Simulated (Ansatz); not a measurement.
Cost and result up the ladder for Si(OEt)H3 (C2H8OSi) (12 atoms). The state is a singlet with charge 0. Geometry: PBE0-D4/def2-SVP.

Cartesian coordinates in Å:
```
C 0.1867 -0.3773 0.5693
C -0.8711 -1.2805 1.1578
O -0.3340 0.2793 -0.5622
Si 0.5250 1.3802 -1.4662
H 1.0807 -0.9700 0.2915
H 0.5181 0.3619 1.3255
H -0.4842 -1.8076 2.0429
H -1.7534 -0.6952 1.4563
H -1.1925 -2.0281 0.4175
H -0.3761 1.8280 -2.5615
H 1.7604 0.7567 -2.0399
H 0.9403 2.5524 -0.6310
```

Ansatz on 2 threads of Intel Xeon Platinum 8375C on a shared host. Times are rough, and most runs start from the orbitals of an earlier one. PBE0-D4/def2-TZVP serves as the yardstick here, not as an exact answer. Differences are given only for rows in sets of like size (and for xTB, whose basis is part of the method), since another set adds its own error. Binding counts from free atoms at the same level (C triplet, O triplet, Si triplet, H doublet; other spins of the atoms weren't run), without zero-point energy or a counterpoise term.

Correlated methods freeze 8 core orbitals. Another isomer (singlet) lies 0.37 eV lower at PBE0-D4/def2-TZVP; other spin states weren't run for this one.

Correlated methods converge slowly with the basis.

```
                         level  functions  wall time
                     HF/STO-3G         32     0.15 s
               PBE-D4/def2-SVP        100      1.1 s
         LDA (SPW92)/def2-TZVP        178      1.1 s
                  HF/def2-TZVP        178      1.2 s
              PBE0-D4/def2-SVP        100      1.3 s
             PBE0-D4/def2-TZVP        178      2.2 s
PBE-D4/def2-TZVP (with forces)        178      2.2 s
           r2SCAN-D4/def2-TZVP        178      3.2 s
          r2SCANh-D4/def2-TZVP        178      3.2 s
             CCSD(T)/def2-TZVP        178       29 s
```

Problem. Estimate what each level gives for the binding energy per atom (eV).

Solution. 
```tsv
level	binding energy per atom (eV)	difference from PBE0-D4/def2-TZVP (eV)
HF/STO-3G	3.46	–
PBE-D4/def2-SVP	3.79	–
LDA (SPW92)/def2-TZVP	4.23	0.49
HF/def2-TZVP	2.82	-0.92
PBE0-D4/def2-SVP	3.75	–
PBE0-D4/def2-TZVP	3.74	0.00
PBE-D4/def2-TZVP (with forces)	3.78	0.04
r2SCAN-D4/def2-TZVP	3.75	0.01
r2SCANh-D4/def2-TZVP	3.74	0.00
CCSD(T)/def2-TZVP	3.63	-0.11
```
